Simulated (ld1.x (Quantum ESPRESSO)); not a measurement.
**What one change does to a pseudopotential (palladium (Pd), RRKJ)**

palladium, norm-conserving RRKJ (Kleinman–Bylander form), made with ld1.x (Quantum ESPRESSO) 7.5 (revPBE, scalar-relativistic). Core [Ar] 3d10, reference 4s2 4p6 4d9.5 5s0 5p0 (charge +0.5). Waves: 4p (bound): rc 1.65 bohr; 4d (bound): rc 1.90 bohr; 4s (bound): rc 1.10 bohr. Local part: the s channel. Core correction: none.

All-electron outer shells of the reference configuration (revPBE, scalar-relativistic, ld1.x):

```
shell  level (eV)  outermost node (bohr)  outermost maximum (bohr)
   3d     -330.67                      –                      0.28
   4s      -90.54                   0.45                      0.85
   4p      -56.38                   0.46                      0.91
   4d       -8.91                   0.45                      1.10
   5s       -6.83                   1.15                      2.54
   5p       -2.94                   1.30                      3.66
```

Change: wave 4d (bound): rc 1.90 bohr becomes 4d (bound): rc 1.54 bohr.

Cutoffs: the cutoffs (Ry, on a coarse ladder) from which the occupation-weighted sum of valence levels, in a spherical-Bessel basis at the reference potential, stays within 10 and 1 mRy of its value at 400 Ry; they do not see the model core or the augmentation charge, which bear on the density cutoff. Errors are all-electron minus pseudo energies relative to the spin-unpolarised reference configuration.

Question: How do hardness, ghosts and transferability respond?

Answer: The potential gets neither clearly harder nor softer (120 Ry and 200 Ry → 120 Ry and 230 Ry); of the 7 tests that both files solve, the error grows in 1 and shrinks in 3 by more than 15 % and 0.3 meV (median size 72.8 → 59.3 meV); neither file shows a bound ghost.

| quantity | base | changed |
| --- | --- | --- |
| cutoff, loose | 120 Ry | 120 Ry |
| cutoff, tight | 200 Ry | 230 Ry |
| loose cutoff by channel (10 mRy a level) | p 30 Ry, d 40 Ry, s 110 Ry | p 30 Ry, d 45 Ry, s 110 Ry |
| bound ghosts | none | none |
| error for 4s2 4p6 4d10 5s0 5p0, meV [ΔE -3.19 eV] | -0.6 | -0.1 |
| error for 4s2 4p6 4d9 5s0 5p0, meV [ΔE 5.83 eV] | -0.4 | +0.2 |
| error for 4s2 4p6 4d8 5s0 5p0, meV [ΔE 26.56 eV] | -1.1 | +2.5 |
| error for 4s2 4p6 4d6 5s0 5p0, meV [ΔE 110.12 eV] | +113 | +59 |
| error for 4s2 4p6 4d9 5s0 5p1, meV [ΔE 2.05 eV] | +73 | +73 |
| error for 4s2 4p5 4d10 5s0 5p0, meV [ΔE 53.89 eV] | -139 | -71 |
| error for 4s2 4p6 4d8 5s1 5p0, meV [ΔE 10.43 eV] | +227 | +222 |
